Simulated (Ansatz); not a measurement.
```yaml
crystal:
  periodic: [false, false, false]
  atoms:
    - {symbol: Si, position_ang: [-0.137744, -0.846219, -1.042015]}
    - {symbol: H, position_ang: [-0.007141, -0.219616, -2.458058]}
    - {symbol: H, position_ang: [-0.452164, -2.192774, -1.049814]}
    - {symbol: O, position_ang: [-1.169914, 0.213666, 0.053726]}
    - {symbol: Si, position_ang: [-0.054279, 0.784647, 0.985852]}
    - {symbol: H, position_ang: [0.002083, 0.269464, 2.422354]}
    - {symbol: H, position_ang: [0.357939, 2.068886, 0.826562]}
    - {symbol: O, position_ang: [1.231452, -0.030992, 0.185007]}
basis:
  gaussian: {orbitals: def2-mTZVP, fitting: {mean_field: def2-universal-jkfit}}
hamiltonian: {xc: {name: HF}, pseudopotentials: {relativity: scalar}}
correlation: {method: rpa, electrons: outside_noble_gas}
```

```sh
$ ansatz run in.yaml --threads 4 --pin off --events-out ev --progress --plain --max-ram 3916MiB
```

It prints (some lines left out):

```
Functional definition: HF
482 factors; integrals over basis functions are off by at most 8.8e-1 eV
mean field evaluation 1: about -19891.8028 eV, gradient 5.4e1 eV
mean field evaluation 2: about -19894.7363 eV, gradient 4.2e1 eV
mean field evaluation 4: about -19897.7082 eV, gradient 2.3e0 eV
mean field evaluation 8: about -19897.7182 eV, gradient 1.3e-6 eV
mean field -19897.71823837 eV, -731.2276581023 hartree, gradient 1.3e-6 eV, S^2 0.000000; 0 other end points of the search recorded, 0 dependent functions left out
12 core orbitals not correlated: weight in the atoms' cores, before any rotation towards them, 1.000 or more for the frozen orbitals, at most 0.000 for the correlated occupied ones
reference -19897.71823837 eV, -731.2276581023 hartree; 12, 12 occupied and 80, 80 virtual orbitals, 482 factors
Total energy: -19914.83226507 eV, -731.8565869832 hartree
Relativity: scalar
```

Run time 0.4 s (4 threads of Arm Neoverse V2 on a shared host).

Correlated methods freeze 12 core orbitals.
